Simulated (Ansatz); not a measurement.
Species: C2H7ClSi2, charge 0, multiplicity 1. 
Structure (B3LYP-D3(BJ)/def2-TZVP (Ansatz, a program for electronic structure) minimum search):
```xyz
12

C     -3.1280     0.4618    -0.0070
C     -1.9262     0.3177    -0.5623
Si    -0.8021    -1.1309    -0.2418
Si     1.1438    -0.3708     0.8236
Cl     1.9558     1.1354    -0.3658
H     -3.5450    -0.2844     0.6609
H     -3.7496     1.3307    -0.1961
H     -1.5643     1.1043    -1.2200
H     -1.4954    -2.1191     0.6227
H     -0.3944    -1.7872    -1.5089
H      0.8621     0.2210     2.1512
H      2.1781    -1.4193     0.9788
```
Charge 0, spin multiplicity 1.

Total electronic energies in hartree. Correlated levels leave the core frozen unless marked. No spin-orbit coupling. Non-relativistic. Basis-set limits of correlation are two-point, X^-3; Hartree-Fock from the larger set. The bracket is a focal-point correction in the basis named.

| level | program | energy (Eh) |
|---|---|---|
| HF/6-31G* | Ansatz | -1117.14900 |
| RI-HF/cc-pV(Q+d)Z | Ansatz | -1117.30283 |
| PBE0-D4/def2-TZVPD | Ansatz + dftd4 | -1119.20522 |
| r2SCAN0-D4/def2-TZVPD | Ansatz + dftd4 | -1119.54297 |
| B2GP-PLYP/def2-TZVPD | Ansatz | -1119.09110 |
| B2PLYP-D3(BJ)/def2-TZVPD | Ansatz + dftd3 | -1119.24814 |
| MP2/cc-pwCVTZ | Ansatz | -1118.05662 |
| SCS-MP2/aug-cc-pV(T+d)Z | Ansatz | -1118.07322 |
| SCS-MP2/cc-pwCVTZ | Ansatz | -1118.06848 |
| SCS-MP2/cc-pV(Q+d)Z | Ansatz | -1118.13622 |
| CCSD/STO-3G | Ansatz | -1104.97112 |
| CCSD(T)/aug-cc-pV(T+d)Z | Ansatz | -1118.16641 |
| RI-MP2/CBS(cc-pV(T+d)Z,cc-pV(Q+d)Z)+[CCSD(T)-MP2]/cc-pV(D+d)Z | Ansatz | -1118.2561 |
| RI-MP2/CBS(cc-pV(T+d)Z,cc-pV(Q+d)Z)+[CCSD(T)-MP2]/cc-pV(T+d)Z | Ansatz | -1118.2661 |
| CCSD(T)/CBS(aug-cc-pV(T+d)Z,aug-cc-pV(Q+d)Z) | Ansatz | -1118.2588 |

Totals of different functionals don't rank their quality; only differences between species are comparable.
